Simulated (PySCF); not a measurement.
C3H8N2Si.
Numbering: `[SiH3:1][N:2]1[CH2:3][CH2:4][CH:5]=[N:6]1`

Structure used (GFN2-xTB), in Å, numbered top down from 1:
```
atom  x, y, z in Å
Si1    2.241    0.145   -0.309
N2     0.519    0.178   -0.199
C3    -0.321   -0.759    0.556
C4    -1.747   -0.236    0.332
C5    -1.460    0.961   -0.543
N6    -0.227    1.130   -0.790
H7     2.639   -1.177   -0.811
H8     2.814    0.316    1.034
H9     2.576    1.232   -1.213
H10   -0.027   -0.748    1.609
H11   -0.176   -1.771    0.169
H12   -2.386   -0.958   -0.180
H13   -2.242    0.061    1.258
H14   -2.205    1.626   -0.933
```

Probes without a nucleus sit at each ring's centroid and 1 Å off its mean plane on both sides; NICS is minus the shielding there, NICSzz its component along the normal. Level: GIAO PBE0/pcSseg-1 (PySCF, non-relativistic, gas phase) on the GFN2-xTB geometry, one conformer.

Ring bond lengths (Å), with Mayer bond orders in brackets: N2–C3 1.467 (0.86), C3–C4 1.535 (1.03), C4–C5 1.511 (1.00), C5–N6 1.269 (1.83), N6–N2 1.347 (1.08).

**Question.** Give the NICS values of each ring in ppm.

**Answer.** 
```tsv
ring	type	NICS(0)	NICS(1), two faces	NICS(1)zz, two faces	rms pucker (Å)	centre to ring atoms, mean (Å)
N2–C3–C4–C5–N6	5-membered ring with 2 N; formal bonds 1 double, 4 single	-3.3	-2.8 / -2.7	-4.2 / -4.3	0.00	1.21
```

**Question.** What do they say, and how far can they be read as aromaticity?

**Answer.** 
- N2–C3–C4–C5–N6: mean NICS(1)zz -4.3 ppm, shielded. C3, C4 have four or more neighbours, and the NICS criterion for π rings isn't applied.

**Question.** List the ring angles and the Hirshfeld charges of the ring atoms.

**Answer.** 
- N2–C3–C4–C5–N6: N2 111.1° (-0.119 e), C3 103.9° (-0.023 e), C4 100.2° (-0.073 e), C5 113.8° (-0.015 e), N6 111.0° (-0.114 e); sum 540.0° against 540° for a flat convex ring.

Hardware: an Arm Neoverse V2 with one thread, on a shared host. Cost: 14 s wall. This is the whole shielding run at PBE0/pcSseg-1, SCF included.
